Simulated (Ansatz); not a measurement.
BH7OSSi2 (`OB(S)[SiH2][SiH3]`), relaxed with RKS PBE-D4/def2-SVP in Ansatz from a rough embedded geometry. The force threshold is 0.03 eV/Å; the program also tests the step.

The species carries charge 0 and has multiplicity 1.

Start:

```xyz
12

O     0.134   -0.006    2.580
B     0.647    0.152    1.277
S     2.377   -0.415    0.849
Si   -0.462    0.948   -0.143
Si   -0.812   -0.525   -1.718
H     0.435    0.817    3.106
H     1.926   -1.703    0.437
H    -1.763    1.296    0.491
H     0.150    2.100   -0.630
H    -1.675    0.024   -2.761
H    -1.458   -1.770   -1.165
H     0.500   -0.918   -2.322
```

| step | energy (eV) | largest force (eV/Å) | largest move (Å) |
| --- | --- | --- | --- |
| 1 | -29401.6187 | 2.282 | 0.000 |
| 2 | -29402.1330 | 1.410 | 0.195 |
| 3 | -29402.3897 | 1.325 | 0.193 |
| 4 | -29402.6678 | 1.241 | 0.194 |
| 5 | -29402.8873 | 0.842 | 0.200 |
| 6 | -29403.0134 | 1.330 | 0.195 |
| 7 | -29403.1076 | 0.730 | 0.200 |
| 8 | -29403.1860 | 0.748 | 0.192 |
| 9 | -29403.2534 | 0.389 | 0.200 |
| 10 (rejected) | -29403.2028 | 0.382 | 0.200 |
| 11 | -29403.2684 | 0.178 | 0.100 |
| 12 | -29403.2730 | 0.051 | 0.057 |
| 13 | -29403.2744 | 0.020 | 0.030 |
| 14 | -29403.2752 | 0.029 | 0.031 |
| 15 | -29403.2760 | 0.061 | 0.062 |
| 16 | -29403.2766 | 0.070 | 0.045 |
| 17 (rejected) | -29403.2764 | 0.188 | 0.088 |
| 18 | -29403.2774 | 0.074 | 0.044 |
| 19 (rejected) | -29403.2771 | 0.107 | 0.085 |
| 20 | -29403.2778 | 0.056 | 0.042 |
| 21 | -29403.2780 | 0.043 | 0.049 |
| 22 | -29403.2782 | 0.041 | 0.034 |
| 23 | -29403.2783 | 0.032 | 0.036 |
| 24 | -29403.2783 | 0.024 | 0.016 |

End:

```xyz
12

O     0.063    0.338    2.693
B     0.568    0.221    1.431
S     2.133   -0.688    1.143
Si   -0.463    1.022   -0.125
Si   -0.865   -0.699   -1.683
H     0.602   -0.090    3.386
H     2.162   -0.531   -0.209
H    -1.765    1.657    0.290
H     0.369    2.066   -0.833
H    -1.665   -0.229   -2.869
H    -1.595   -1.844   -1.033
H     0.456   -1.223   -2.191
```

Hardware: 4 threads of an Intel Xeon Platinum 8488C on a shared host. Wall time 26 s, peak host memory 0.18 GiB.
